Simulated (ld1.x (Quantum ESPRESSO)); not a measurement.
# What the settings do to the TM potential of Zn (Z = 30)

Base potential:

* Element: zinc (Zn)
* Generator: ld1.x (Quantum ESPRESSO) 7.5
* Type: norm-conserving Troullier–Martins (Kleinman–Bylander form)
* Functional: PBE
* Relativity: fully relativistic
* Frozen core: [Ne]
* Valence charge: 20
* Reference configuration: 3s2 3p6 3d10 4s2 4p0
* Partial waves: 3p (bound): rc 0.90 bohr; 3d (bound): rc 1.50 bohr; 4f channel at 0.45 Ry: rc 1.55 bohr; 3s (bound): rc 0.70 bohr
* Local potential: the s channel
* Core correction: none

Open shells are filled in proportion to 2j + 1 (rel_dist='average').

Occupied shells without a wave of their own: 4s. They enter only through the test configuration that unscreens the potential.

All-electron outer shells of the reference configuration (PBE, scalar-relativistic, ld1.x):

```json
{"shell": "2s", "level (eV)": "-1158.33", "outermost node (bohr)": "0.07", "outermost maximum (bohr)": "0.19"}
{"shell": "2p", "level (eV)": "-1004.03", "outermost node (bohr)": "–", "outermost maximum (bohr)": "0.15"}
{"shell": "3s", "level (eV)": "-129.23", "outermost node (bohr)": "0.28", "outermost maximum (bohr)": "0.59"}
{"shell": "3p", "level (eV)": "-83.40", "outermost node (bohr)": "0.25", "outermost maximum (bohr)": "0.59"}
{"shell": "3d", "level (eV)": "-10.14", "outermost node (bohr)": "–", "outermost maximum (bohr)": "0.57"}
{"shell": "4s", "level (eV)": "-5.98", "outermost node (bohr)": "0.85", "outermost maximum (bohr)": "2.09"}
{"shell": "4p", "level (eV)": "-1.12", "outermost node (bohr)": "0.92", "outermost maximum (bohr)": "3.08"}
```

Cutoffs, loose and tight: the cutoffs (Ry, on a coarse ladder) from which the occupation-weighted sum of valence levels, in a spherical-Bessel basis at the reference potential, stays within 10 and 1 mRy of its value at 400 Ry. They do not see the model core or the augmentation charge, which bear on the density cutoff. Test errors are all-electron minus pseudo excitation energies from the reference, over the configurations 3s2 3p6 3d10 4s1 4p0; 3s2 3p6 3d10 4s0 4p0; 3s2 3p6 3d9 4s0 4p0; 3s2 3p6 3d9 4s2 4p1; 3s2 3p6 3d8 4s0 4p0; 3s2 3p6 3d10 4s0 4p1; 3s2 3p6 3d10 4s1 4p1. A dash means not determined; rows that change the core or the reference have their own tests.

Cutoffs are not given where the Bessel-basis levels miss the radial ones by over 6 mRy, ghosts where they miss by over 20 mRy; a channel whose overlap is not positive is not tested.

| change | outcome | bound ghosts | largest test error (meV) |
| --- | --- | --- | --- |
| base | generated | not determined | -376 |
| wave 3s (bound): rc 0.70 bohr becomes 3s (bound): rc 0.58 bohr | generated | not determined | -281 |
| wave 3s (bound): rc 0.70 bohr becomes 3s (bound): rc 0.66 bohr | generated | not determined | -282 |
| wave 3s (bound): rc 0.70 bohr becomes 3s (bound): rc 0.84 bohr | generated, misses its reference levels by 0.20 eV | not determined | -1303 |
| wave 3s (bound): rc 0.70 bohr becomes 3s (bound): rc 0.92 bohr | generated, misses its reference levels by 0.39 eV | not determined | -2544 |
| wave 3s (bound): rc 0.70 bohr becomes 3s (bound): rc 1.02 bohr | generated, misses its reference levels by 0.70 eV | not determined | -4568 |

**Question.** What comes out with this change to the base: wave 3s (bound): rc 0.70 bohr becomes 3s (bound): rc 0.74 bohr?

**Answer.** outcome: generated; bound ghosts: not determined; largest test error (meV): -527.

**Question.** What comes out with this change to the base: wave 3s (bound): rc 0.70 bohr becomes 3s (bound): rc 0.48 bohr?

**Answer.** outcome: generated; bound ghosts: not determined; largest test error (meV): -636.
